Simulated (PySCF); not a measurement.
**Worked example: oscillator strength and radiative lifetime**

In(Br)(OMe)(NH2) (CH5BrInNO), SMILES C[O][In]([NH2])[Br].

The structure is a stationary point at B3LYP-D3(BJ)/def2-SVP. The def2 effective core potentials stand for the cores of In; spin–orbit coupling is left out. One conformer was computed; it need not be the lowest.

TDDFT-PBE/def2-SVPD (PySCF 2.14.0) puts the first singlet state with f over 0.02 at 3.88 eV (vertical), with the transition dipole (0.364, 0.213, 0.487) in atomic units.

### Question
Find the oscillator strength, the wavelength and the radiative lifetime that this transition would have in vacuum if emission retraced absorption.

### Answer

|μ|² = 0.4150 au, so |μ| = 1.64 D. ΔE = 3.88/27.211 = 0.1426 hartree. f = (2/3) ΔE |μ|² = 0.039 (the program prints 0.039).
λ = 1239.84/3.88 = 320 nm; ν = 31294 cm⁻¹.
Einstein's coefficient A = 0.6670 ν² f s⁻¹ (ν in cm⁻¹) = 2.6e7 s⁻¹, so τ = 1/A = 39 ns. This state is S2; the lower singlet has f = 0.002. The figure is the radiative limit of this one transition; relaxation, internal conversion, crossing to triplets and a medium change what is measured.
